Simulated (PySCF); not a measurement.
## One change to the structure, seen by NMR

Starting compound: SMILES C/C(C#N)=N/[SiH2]C=O, C$_{4}$H$_{6}$N$_{2}$OSi.

¹H NMR (400 MHz, computed): δ 12.31 (t, 1H), 5.10 (d, 2H), 2.66 (s, 3H). ¹³C{¹H} NMR (computed): δ 244.6 (CH), 160.9 (C), 116.4 (C), 35.8 (CH3).

- geometry from GFN2-xTB
- GIAO PBE0/pcSseg-1 shieldings
- program: PySCF 2.14
- no solvent model, non-relativistic Hamiltonian, single conformer, one averaged value for each set of equivalent atoms

Chemical shifts δ = σref − σ; ¹H, ¹³C against TMS, all at this level. Where no couplings were computed, multiplicities follow the n + 1 count of equivalent neighbours, and m marks all less simple cases (inequivalent or close neighbours, rings, F or P nearby). Shifts are as computed. Against solution values, carbons near 30 ppm lie about +3 ppm off and those near 130 ppm about +5 ppm. Of 1211 compounds with measured shifts, 218 miss one by over three times the rms of a fit or turn the order of signals round; such compounds aren't used in these exercises. OH and NH positions are gas-phase values without hydrogen bonding to other molecules.

Product 1. ¹H NMR (400 MHz, computed): δ 11.63 (t, 1H), 9.27 (s, 1H), 5.49 (d, 2H). ¹³C{¹H} NMR (computed): δ 230.0 (CH), 195.0 (CH), 155.8 (C), 116.3 (C).

Product 2. ¹H NMR (400 MHz, computed): δ 12.27 (t, 1H), 5.14 (d, 2H), 2.47 (q, 2H), 1.34 (t, 3H). ¹³C{¹H} NMR (computed): δ 243.6 (CH), 167.7 (C), 119.4 (C), 42.2 (CH2), 13.8 (CH3).

Product 3. ¹H NMR (400 MHz, computed): δ 12.10 (d, 1H), 5.19 (d, 1H), 2.64 (br s, 1H), 2.49 (s, 3H). ¹³C{¹H} NMR (computed): δ 245.1 (CH), 160.9 (C), 116.9 (C), 36.2 (CH3).

Product 4. ¹H NMR (400 MHz, computed): δ 12.25 (t, 1H), 5.42 (d, 2H), 3.31 (s, 2H), 2.37 (s, 3H). ¹³C{¹H} NMR (computed): δ 244.9 (CH), 186.0 (C), 121.3 (C), 35.2 (CH2), 27.4 (CH3).

Product 5. ¹H NMR (400 MHz, computed): δ 12.29 (t, 1H), 6.64 (m, 1H), 5.71 (m, 1H), 5.67 (m, 1H), 5.09 (d, 2H), 3.59 (d, 2H). ¹³C{¹H} NMR (computed): δ 244.4 (CH), 162.2 (C), 138.4 (CH), 127.2 (CH2), 116.4 (C), 58.0 (CH2).

Question: Each product comes from one edit: H on Si replaced by OH (`C/C(C#N)=N/[Si@@H](O)C=O`); CH2 inserted into a C-C bond (`C/C(CC#N)=N\[SiH2]C=O`); H on C replaced by vinyl (`C=CC/C(C#N)=N/[SiH2]C=O`); CH2 inserted into a C-C bond (`CC/C(C#N)=N\[SiH2]C=O`); CH2 replaced by C=O (`N#C/C(C=O)=N\[SiH2]C=O`). Which is which?

Answer: 
- Product 1: CH2 replaced by C=O, N#C/C(C=O)=N\[SiH2]C=O. δH 11.63: hydrogen on a carbonyl carbon. δH 9.27: hydrogen on an aldehyde carbonyl carbon; the C=O anisotropy and electron withdrawal place aldehyde protons far downfield.
- Product 2: CH2 inserted into a C-C bond, CC/C(C#N)=N\[SiH2]C=O. δC 119.4: nitrile carbon; C≡N carbons fall here, among the sp2 signals but without a proton. δH 12.27: hydrogen on a carbonyl carbon.
- Product 3: H on Si replaced by OH, C/C(C#N)=N/[Si@@H](O)C=O. δC 116.9: nitrile carbon; typical of a nitrile. δH 12.10: hydrogen on a carbonyl carbon.
- Product 4: CH2 inserted into a C-C bond, C/C(CC#N)=N\[SiH2]C=O. δC 121.3: nitrile carbon; typical of a nitrile. δH 12.25: hydrogen on a carbonyl carbon.
- Product 5: H on C replaced by vinyl, C=CC/C(C#N)=N/[SiH2]C=O. δC 127.2: terminal =CH2 carbon; the olefinic region. δC 116.4: nitrile carbon; this is the usual window of a C≡N carbon, which has no attached hydrogen.
